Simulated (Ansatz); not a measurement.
HKO, charge -1, doublet, geometry from GFN2-xTB (such geometries of metal compounds can be far from the true shape) (a state made from the parent by changing its charge; the spin is typed, not shown lowest) (a gas-phase anion, which may not be bound at this level); B3LYP/def2-SV(P) (Ansatz, a quantum-chemistry and plane-wave program).

Ansatz was given this input:
Ansatz 0.2 input:
```yaml
crystal:
  periodic: [false, false, false]
  atoms:
    - {symbol: K, position_ang: [-0.00000000, -0.00000000, -1.05363639]}
    - {symbol: O, position_ang: [0.00000000, 0.00000000, 2.11672093]}
    - {symbol: H, position_ang: [0.00000000, 0.00000000, 3.08532400]}
basis:
  gaussian:
    orbitals: def2-SV_P_.json
    occupation: {up: {"A1": 8, "B1": 3, "B2": 3, "A2": 1}, down: {"A1": 8, "B1": 3, "B2": 3}}
hamiltonian:
  xc: b3lyp
total_charge: -1
magnetization: {spin_polarized: true, initial_magnetization: 1}
```
The basis file holds def2-SV(P) in the JSON format of the Basis Set Exchange.

The log (banner, timings and long lists left out):

```
Functional definition: B3LYP
386 factors; integrals over basis functions are off by at most 6.3e-4 eV
mean field evaluation 1: about -18330.3590 eV, gradient 8.4e1 eV
mean field evaluation 2: about -18359.7862 eV, gradient 4.2e1 eV
mean field evaluation 4: about -18377.9900 eV, gradient 2.6e0 eV
mean field evaluation 8: about -18378.2669 eV, gradient 8.4e-2 eV
mean field -18378.26707328 eV, -675.3888577061 hartree, gradient 6.7e-6 eV, S^2 0.755769; 0 other end points of the search recorded, 0 dependent functions left out
reference -18378.26732500 eV, -675.3888669569 hartree; 15, 14 occupied and 25, 26 virtual orbitals, 386 factors
Total energy: -18378.26732500 eV, -675.3888669569 hartree
```
